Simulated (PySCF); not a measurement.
O₃Os, SMILES [Os](=[O])(=[O])=[O], multiplicity 1. Atoms are numbered in the order given.

```xyz
4

Os     0.0000     0.0000     0.0000
O      1.6832     0.0000     0.0000
O     -0.8416     1.4577     0.0000
O     -0.8416    -1.4577     0.0000
```
Charge 0, spin multiplicity 1.

Geometry: PBE0-D3(BJ)/def2-TZVP. The spin state was assumed, not searched. The def2 effective core potentials stand for the cores of Os; spin–orbit coupling is left out.

The numbers are results of PBE/def2-TZVPD in PySCF, not measurements.

Gas-phase values at a fixed geometry.

```yaml
total_energy: -316.35249 hartree
point_group: D3h
highest_occupied_level: -7.50 eV
lowest_empty_level: -5.33 eV
orbital_gap: 2.17 eV
dipole_moment: 0.00 D
quadrupole, principal values (traceless, Buckingham form, about the centre of nuclear charge): -1.86, -1.86, 3.72 D·Å
mean_static_polarisability: 45.1 bohr³ (6.69 Å³)
polarisability_principal_values: 35.8, 49.8, 49.8 bohr³
```
